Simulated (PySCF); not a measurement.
SMILES COC(=O)c1cccc([SiH3])c1, singlet (GFN2-xTB optimised geometry):

```
21

C     -3.109    -2.544    -0.014
O     -2.371    -1.333    -0.016
C     -1.033    -1.463     0.001
O     -0.480    -2.536     0.014
C     -0.333    -0.158     0.000
C     -1.025     1.051     0.000
C     -0.317     2.238     0.001
C      1.068     2.223     0.001
C      1.782     1.027     0.000
Si     3.671     1.032    -0.015
C      1.059    -0.158     0.000
H     -4.155    -2.265    -0.115
H     -2.797    -3.180    -0.846
H     -2.946    -3.086     0.920
H     -2.104     1.050     0.001
H     -0.846     3.180     0.003
H      1.608     3.160     0.003
H      4.144     1.901     1.067
H      4.130     1.568    -1.300
H      4.155    -0.333     0.174
H      1.566    -1.111     0.000
```

Computed with B3LYP/def2-SVP run with PySCF 2.14.0.

### Question
What are the frontier orbital energies and the dipole moment?

### Answer
HOMO-2 -7.63 eV, HOMO-1 -7.33 eV, HOMO -7.31 eV, LUMO -1.50 eV, LUMO+1 -0.66 eV; dipole moment 2.11 D.

Meta-Löwdin charges at B3LYP/def2-SVP: C1 -0.07, O2 -0.34, C3 0.49, O4 -0.45, C5 -0.04, C6 -0.08, C7 -0.10, C8 -0.08, C9 -0.21, Si10 0.52, C11 -0.07, H12 0.11, H13 0.11, H14 0.11, H15 0.12, H16 0.11, H17 0.10, H18 -0.11, H19 -0.10, H20 -0.10, H21 0.11.
